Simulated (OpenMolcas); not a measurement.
Ir6+ among 6 point charges of -1 e arranged as a trigonal antiprism (D3d), 2.13 Å from the ion, with a polar angle of 63.5° against the regular 54.74°.
```
   0.0000    1.9061    0.9506  -1.00
  -1.6507   -0.9530    0.9506  -1.00
   1.6507   -0.9530    0.9506  -1.00
   0.0000   -1.9061   -0.9506  -1.00
   1.6507    0.9530   -0.9506  -1.00
  -1.6507    0.9530   -0.9506  -1.00
```

```json
{"Program": "OpenMolcas 26.06", "Method": "CASSCF", "Basis": "ANO-RCC-VDZP [7s6p4d2f]", "Scalar Hamiltonian": "DKH2, point nucleus", "Active space": "3 electrons in 5 orbitals (5d)", "State averaging": "2S+1 = 4 even, 10 roots; 2S+1 = 2 even, 40 roots", "Spin-orbit coupling": "state interaction with AMFI integrals over the reference wave functions"}
```

(1) What is the spin-free ground state (labels of D3, the rotations of D3d)?

(2) Where is the first state of the same spin?

(3) What are the lowest two levels with spin-orbit coupling?

(4) What is χT at 300 K?

Results:

(1) 4A2, 1-fold in its orbital part, 98 % from free-ion F terms; it has the highest spin that d3 allows.

(2) 4A1 at 1920 cm-1 above the ground state.

(3) A 2-fold level E3/2 with g = 0.00, 0.00, 1.23, then a 2-fold level E1/2 1699 cm-1 above it. Their leading multiplicities are 4 (82 %) and 4 (85 %).

(4) 0.08 cm3 K/mol.

Spin-orbit coupling mixes the spin-free states strongly: the lowest level takes only 26 % from its leading state, 4A1, which lies 1924 cm-1 above the lowest spin-free state. Without dynamic correlation the repulsion within the d shell is too large (B by tens of per cent), so at a given field states of lower spin stand too high. Point charges carry no covalency, so the field is a model and not that of real ligands. No measured value stands beside these numbers.
